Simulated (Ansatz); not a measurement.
Ideal-gas functions of AlB2H5O (`B[O][AlH][BH2]`) at 800 K and 1 bar, from an Ansatz frequency run at PBE0-D4/def2-TZVP.

Molar mass 69.64 g/mol, point group Cs (symmetry number 1), electronic degeneracy 1, moments of inertia 32.756, 164.286, 188.506 u Å². Harmonic wavenumbers (cm⁻¹, unscaled): 85, 100, 145, 174, 187, 371, 538, 590, 633, 708, 854, 1006, 1056, 1152, 1244, 1461, 1925, 2516, 2567, 2589, 2643.

Use S(trans) = R[1.5 ln M + 2.5 ln T − 1.1517]; rotational temperatures θ = 24.2544 K / I; S(rot) = R[ln(√π/σ · √(T³/θAθBθC)) + 1.5]; for each mode x = 1.438777 ν̃/T, S = R[x/(eˣ − 1) − ln(1 − e⁻ˣ)] and H = RT x/(eˣ − 1); 1 cm⁻¹ = 0.0119627 kJ/mol; R = 8.31446 J/(mol·K).

Task: By hand: the entropy, in J/(mol·K).

Result: Translation 182.3. Rotation: θ = 0.7405, 0.1476, 0.1287 K, giving 118.3. Vibration, mode by mode: 23.94, 22.59, 19.51, 18.01, 17.41, 11.83, 8.91, 8.20, 7.67, 6.85, 5.52, 4.43, 4.13, 3.60, 3.16, 2.33, 1.20, 0.50, 0.47, 0.45, 0.42, in all 171.1. Electronic 0.0. Sum 471.7 J/(mol·K).

Task: By hand: H − E and G − E in kJ/mol, counted from the electronic energy.

Result: Zero-point energy ½ × 22544 × 0.0119627 = 134.8; thermal vibration 63.0; translation, rotation and pV give 4 RT = 26.6. H − E = 224.4 kJ/mol, and G − E = 224.4 − 800 × 471.7/1000 = -153.0 kJ/mol.

Vibration gives 36 % of the entropy, 66.0 J/(mol·K) of it from the modes under 150 cm⁻¹: soft modes count most, and the harmonic formula is weakest for them. The sum counts one conformer and one mirror image; others add a mixing term.
